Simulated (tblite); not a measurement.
Input of a run (GFN2-xTB geometry optimisation, gas phase (tblite 0.8.0)), started from a force field or distance geometry:
```
{"job": {"kind": "relax", "xc": "GFN2-xTB", "basis": "xTB"}, "charge": 0, "multiplicity": 1}
F      0.525100     2.299200    -0.524900
C     -0.121800     1.168100    -0.212900
C     -1.483600     1.215300     0.017700
C     -2.189900     0.068100     0.340800
C     -1.505500    -1.149300     0.472500
C     -0.128700    -1.199600     0.243400
C      0.595400    -0.034400    -0.097100
Si     2.435500    -0.076700    -0.384700
H     -2.005600     2.165000    -0.078800
H     -3.266000     0.097900     0.524300
H     -2.048100    -2.056100     0.724900
H      0.377900    -2.162700     0.346100
H      3.133900     0.792500     0.591500
H      2.931900    -1.471900    -0.210600
H      2.745100     0.352600    -1.774000
```

Output (eV, eV/Å):
```
step      E/eV     max force
  0    -622.03358    1.367
  1    -622.08800    0.543
  2    -622.10674    0.449
  3    -622.11476    0.274
  4    -622.11735    0.134
  5    -622.11883    0.078
  6    -622.11935    0.084
  7    -622.12015    0.069
  8    -622.12072    0.052
  9    -622.12110    0.052
 10    -622.12137    0.046
 11    -622.12169    0.053
 12    -622.12203    0.062
 13    -622.12229    0.042
 14    -622.12243    0.036
 15    -622.12251    0.030
 16    -622.12258    0.026
 17    -622.12263    0.023
 18    -622.12268    0.019
 19    -622.12273    0.025
 20    -622.12278    0.025
 21    -622.12284    0.026
 22    -622.12291    0.024
 23    -622.12299    0.023
 24    -622.12308    0.021
 25    -622.12315    0.024
 26    -622.12320    0.022
 27    -622.12324    0.015
 28    -622.12326    0.009
```

Task: Summarise the run.

Result: The energy falls by 8.7 kJ/mol over 28 L-BFGS steps, the largest force on an atom goes from 1.37 to 0.009 eV/Å, and the atoms move by 0.035 Å rms after alignment. Among the bonds, C7–Si8 and Si8–H14 change most and about equally (-0.027 to +0.027 Å). Bonds longer at the end by more than 0.005 Å: 2 of 15; shorter: 11. Among the angles that change most is H14–Si8–H15, from 108.1° to 110.7°. The energy never rose by more than 1e-5 eV on the way. The first step brought 61 % of the lowering.

Task: What are the final bond lengths?

Result: F1–C2 1.356 Å, C2–C3 1.381 Å, C3–C4 1.384 Å, C4–C5 1.385 Å, C5–C6 1.384 Å, C6–C7 1.390 Å, C7–Si8 1.890 Å, C2–C7 1.387 Å, C3–H9 1.079 Å, C4–H10 1.079 Å, C5–H11 1.080 Å, C6–H12 1.080 Å, Si8–H13 1.463 Å, Si8–H14 1.465 Å, Si8–H15 1.463 Å. Numbering counts from 1 in the input's order; the species is `Fc1ccccc1[SiH3]`.

Time: 0.18 s. Hardware: one thread of an Arm Neoverse V1, shared host.

Its GFN2-xTB frequencies are all real (lowest 78 cm⁻¹).

All values are computed, not measured.
